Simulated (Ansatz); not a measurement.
System: tribromo(chloro)germane, sum formula GeBr3Cl, net charge 0, singlet state. SMILES: [Cl][Ge]([Br])([Br])[Br]
Geometry: optimised at B3LYP-D3(BJ)/def2-TZVP (Ansatz, an electronic-structure program).

Property: vertical triplet-singlet gap (E(triplet) - E(singlet); each state is the SCF solution reached for its spin; the molecule has degenerate orbitals, so one determinant may break the symmetry), in kcal/mol. Correlated levels leave the core frozen unless marked. UHF or UKS for open shells. Spin-orbit coupling is left out. Frozen are the shells of the preceding noble gas and the d and f shells that filled before the atom's block. Non-relativistic. CBS marks a two-point X^-3 extrapolation of the correlation energy; Hartree-Fock from the larger set. The bracket is a focal-point correction in the basis named.

| level | program | vertical triplet-singlet gap (kcal/mol) |
|---|---|---|
| HF/def2-SVPD | Ansatz | 116.2 |
| HF/def2-TZVPPD | Ansatz | 117.1 |
| HF/def2-QZVPPD | Ansatz | 117.0 |
| SVWN5/def2-TZVPD | Ansatz | 85.6 |
| BHLYP/def2-TZVPD | Ansatz | 111.3 |
| wB97M-V/def2-TZVPD | Ansatz | 113.6 |
| wB97X-V/def2-TZVPD | Ansatz | 116.7 |
| RI-MP2/CBS(def2-TZVPPD,def2-QZVPPD) | Ansatz | 126.6 |
| CCSD/def2-SVPD | Ansatz | 119.9 |
| RI-MP2/CBS(def2-TZVPPD,def2-QZVPPD)+[CCSD(T)-MP2]/def2-TZVPPD | Ansatz | 121.4 |
